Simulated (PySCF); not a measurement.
Positional isomers: thiophene mercapto+boryl. Gas-phase values, no solvent. One relaxed conformer stands for each flexible species; it need not be the lowest. Strings in code marks are SMILES.

The HOMO from two functionals at the same geometries (PBE0-D4/def2-SVP), both in PySCF: PBE-D3(BJ)/def2-TZVP and PBE0-D4/def2-TZVP. 

| species | PBE-D3(BJ)/def2-TZVP (eV) |
|---|---|
| `s1c(B)cc(S)c1` | -5.84 |
| `Bc1ccc(S)s1` | -5.71 |
| `Bc1ccsc1S` | -5.48 |
| `Bc1csc(S)c1` | -6.08 |
| `Bc1cscc1S` | -5.38 |
| `s1c(c(S)cc1)B` | -5.57 |

### Question
What does PBE0-D4/def2-TZVP give for each?

### Answer

- `s1c(B)cc(S)c1`: -6.90
- `Bc1ccc(S)s1`: -6.62
- `Bc1ccsc1S`: -6.43
- `Bc1csc(S)c1`: -7.15
- `Bc1cscc1S`: -6.39
- `s1c(c(S)cc1)B`: -6.55
Over these rows, drawn at random from the members with no instability flagged (it was tested for open shells, ions and some series alone), PBE minus PBE0-D4: mean +0.99 eV, from +0.91 eV to +1.06 eV.
